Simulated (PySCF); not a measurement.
H₃GeO₃ (SMILES [OH][Ge]([OH])[OH]), doublet, geometry from GFN2-xTB. Base run: B3LYP/3-21G in PySCF.

Here is a job for PySCF.
```python
from pyscf import gto, scf, dft

mol = gto.M(
    atom='''
O    -0.89026396   -1.04649341   -0.98157779
Ge   -0.13561324   -0.04736149    0.31044063
O    -0.26136974    1.64159635   -0.29675013
O     1.61904039   -0.43186608    0.20835849
H    -1.66282753   -0.65193226   -1.38205149
H     0.45348446    2.21223983   -0.02059503
H     1.80971341   -1.35063456    0.02830177
''',
    basis='3-21g',
    spin=1,
    verbose=4,
)

mf = dft.UKS(mol)
mf.xc = 'b3lyp'
mf.kernel()
mf.analyze()
```

The base run was repeated with changes; each row names its change, and settings that it needs were set with it.

| change | ΔE vs base (mEh) | fitting functions | dipole (D) |
|---|---|---|---|
| base | 0.000 | - | 0.71 |
| auxbasis = even-tempered beta=2.0 | -2.013 | 416 | 0.71 |
| auxbasis = default (with mf = mf.density_fit()) | -0.147 | 551 | 0.71 |
| auxbasis = def2-universal-jfit | 3635.5 | 238 | 0.71 |
| only_dfj = on; auxbasis = def2-universal-jfit | -4.696 | 238 | 0.72 |
| auxbasis = def2-svp-ri | -7941.7 | 313 | 0.74 |
| auxbasis = cc-pvtz-jkfit | -0.242 | 534 | 0.71 |
| auxbasis = even-tempered beta=3.0 | -1.584 | 263 | 0.71 |
| auxbasis = cc-pvdz-jkfit | 110.0 | 450 | 0.71 |
| auxbasis = autoaux | -1.227 | 522 | 0.71 |

A fitting set is made for a task (jfit for Coulomb, jkfit for Coulomb and exchange, ri for correlation) and for a family of orbital bases.

Open shells are given as the SCF converged; they aren't shown to be the lowest states, and a large step between rows can be another state.
